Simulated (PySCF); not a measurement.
## Static response to an electric field

CH7FOSi2.
Geometry (GFN2-xTB, Å), atoms numbered from 1 in this order:
```xyz
12
CH7FOSi2 angstrom
C     -2.2005   -0.2739    0.3842
O     -0.8083   -0.2921    0.3992
Si     0.2036    0.4597   -0.6271
Si     2.2055   -0.1998    0.2537
F      3.3139    0.4989   -0.6980
H     -2.5596   -0.8855    1.2123
H     -2.5831   -0.6783   -0.5555
H     -2.5757    0.7454    0.4993
H     -0.0722    1.9096   -0.6393
H     -0.0813    0.0440   -2.0145
H      2.5754   -1.6135    0.1782
H      2.5835    0.2850    1.5816
```

Level: PBE0/def2-SVPD (PySCF), static field, nuclei fixed, core orbitals frozen in the response. The polarisability tensor in these axes (au):

```
x   81.57 -2.90  3.79
y   -2.90 64.33 -2.13
z    3.79 -2.13 65.61
```

Give the principal values, the mean and the anisotropy Δα = √{½[(α1 − α2)² + (α2 − α3)² + (α1 − α3)²]}.

Principal values 62.74, 65.75 and 83.01 au; mean 70.50 au = 10.45 Å³ = 11.62 × 10⁻⁴⁰ C²·m²/J; Δα = 18.94 au (27 % of the mean).

What is the dipole moment, and where does it point?

(-2.49, -0.37, 0.51) D, 2.57 D in size, pointing from the negative to the positive side. Measured along this direction, the outermost atoms are F5 at the negative end and H6 at the positive end.

What depolarisation ratio follows for Rayleigh scattering of linearly polarised light, taking the static tensor?

ρ = 3Δα²/(45ᾱ² + 4Δα²) = 1076.7/(223674 + 1435.5) = 0.00478.

In TDDFT the mean static polarisability is Σ f/ω² over all singlet excitations (ω in hartree). How much of it do the 6 lowest give? Their energies (eV) and oscillator strengths: 6.02, 0.0006; 6.04, 0.0367; 7.03, 0.0064; 7.16, 0.0073; 7.41, 0.0253; 7.47, 0.0423.

They add up to 1.86 au, 2.6 % of the 70.50 au; the largest single term is 0.75 au, from the state at 6.04 eV. Terms in order: 0.01, 0.75, 0.10, 0.11, 0.34, 0.56 au. Higher excitations give the rest. The strengths listed sum to 0.119.

In a dilute gas of rigid molecules at 250 K, how does the orientational term μ²/3kT compare with the electronic polarisability?

In Gaussian units μ²/3kT = 63.60 Å³ against 10.45 Å³, a ratio of 6.09; the Debye molar polarisation (4π/3)N_A(α + μ²/3kT) is 186.8 cm³/mol, leaving out the vibrational part.

Isolated species at its GFN2-xTB geometry (one conformer only).
